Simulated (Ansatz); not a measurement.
`[SiH3][SiH2]Br` + `O[B](F)[GeH3]` → `OB(F)[SiH2][SiH3]` + `[GeH3][Br]`  (redistribution)

Computed with Ansatz on PBE0-D4/def2-TZVP structures; ΔE is electronic, products minus reactants. CBS: MP2 limit from def2 TZ/QZ plus the TZ coupled-cluster correction, frozen cores. DFT in def2-TZVPP. For Br, Ge outer-core shells are correlated without core-valence functions, which leaves a few kJ/mol of doubt a bond. Scalar relativity is left out up to krypton. Each species was taken in one conformer, which may not be the lowest.

| species | ωB97X-V energy (Eh) |
| --- | --- |
| `[SiH3][SiH2]Br` | -3155.87476 |
| `O[B](F)[GeH3]` | -2279.26086 |
| `OB(F)[SiH2][SiH3]` | -782.56287 |
| `[GeH3][Br]` | -4652.56806 |

Q: Work out ΔE.

A: ΔE = (-782.56287) + (-4652.56806) − (-3155.87476) − (-2279.26086) = 0.00469 Eh = +2.9 kcal/mol. CCSD(T)/CBS gives +4.8 kcal/mol.

Largest T1 diagnostic among the species: 0.014.

In def2-TZVPP, CCSD(T) changes the Hartree–Fock value by +1.8 kcal/mol (the triples alone add +0.1 kcal/mol) and MP2 by +2.7 kcal/mol.
